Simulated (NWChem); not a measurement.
System: CHOS cation; SMILES O=C=[SH+]

Input file for NWChem:

```
start job
memory heap 200 mb stack 900 mb global 1100 mb
charge 1
geometry units angstroms noautosym nocenter noautoz
  O      0.012090    -1.719677     0.000000
  C     -0.002834    -0.599479     0.000000
  S      0.077845     1.042187     0.000000
  H     -1.282737     1.114363     0.000000
end
basis spherical
  O library def2-tzvpd
  C library def2-tzvpd
  S library def2-tzvpd
  H library def2-tzvpd
end
dft
  xc b3lyp
  iterations 150
end
property
  response 1 0.0773
end
task dft property
```

Structure relaxed at the PBE0-D3(BJ)/def2-TZVP level.

Field at 589 nm.

Question: Give the results of this calculation. (B3LYP/def2-TZVPD.) Quantities: isotropic polarisability (bohr³); anisotropy (bohr³).

Answer: 
* **isotropic polarisability (bohr³)**: 29.0
* **anisotropy (bohr³)**: 21.3
